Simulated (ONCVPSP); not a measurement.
What one change does to a pseudopotential (tungsten, ONCV)

W, optimised norm-conserving Vanderbilt (ONCV), made with ONCVPSP 4.0.1 (PBEsol, scalar-relativistic). Core [Xe] 4f14, reference 5d5 6s1. Waves: 6s: rc 2.90 bohr, ncon 4, nbas 8, qcut 1.9 1/bohr, 2 projectors, debl 3.7 Ha; p scattering state at 0.1 Ha: rc 2.65 bohr, ncon 3, nbas 6, qcut 3 1/bohr, 2 projectors, debl 3.6 Ha; 5d: rc 2.55 bohr, ncon 3, nbas 7, qcut 6.3 1/bohr, 1 projector. Local part: polynomial inside 1.80 bohr (lpopt 5, dvloc0 0 Ha). Core correction: Teter function, fcfact 1.75, rcfact 1.3.

In the p channel the program set the typed energies aside and used 0.050, 3.650 Ha.

Change: core correction Teter function, fcfact 1.75, rcfact 1.18.

Cutoffs: the cutoffs (Ha) at which the residual kinetic energy of the hardest occupied pseudo-wave falls to 1 and 0.1 mHa per electron; they do not see the model core or the augmentation charge, which bear on the density cutoff. Errors are all-electron minus pseudo energies relative to the spin-unpolarised reference configuration.

Problem. What does the change do?

Solution. The potential gets neither clearly harder nor softer (12 Ha and 19 Ha → 12 Ha and 19 Ha); of the 4 tests that both files solve, the error grows in 1 and shrinks in 2 by more than 15 % and 0.3 meV (median size 15.6 → 12.5 meV); neither file shows a bound ghost. A model core, the more so a compact one, raises the density cutoff, which this test does not measure.

```csv
quantity,base,changed
"cutoff, loose",12 Ha,12 Ha
"cutoff, tight",19 Ha,19 Ha
bound ghosts,none,none
GHOST(+) flags under 300 eV,"s at 35.7 eV, p at 79.1 eV","s at 35.7 eV, p at 79.1 eV"
"error for 5d4 6s2, meV [ΔE -1.54 eV]",+5.2,+6.9
"error for 5d4 6s1, meV [ΔE 7.38 eV]",-5.4,-3.6
"error for 5d4 6s0, meV [ΔE 23.08 eV]",-31,-18
"error for 5d4 6s1 6p1, meV [ΔE 3.00 eV]",-26,-23
s: phases at 2.95 bohr within 0.05 rad from the reference energy up to (Ha; the scan ends near 5),0.9,0.9
p: phases at 2.70 bohr within 0.05 rad from the reference energy up to (Ha; the scan ends near 5),2.0,2.0
d: phases at 2.59 bohr within 0.05 rad from the reference energy up to (Ha; the scan ends near 5),1.2,1.2
"rms error of d²Exc/dni dnj with the model core, mHa",3.96,4.48
```
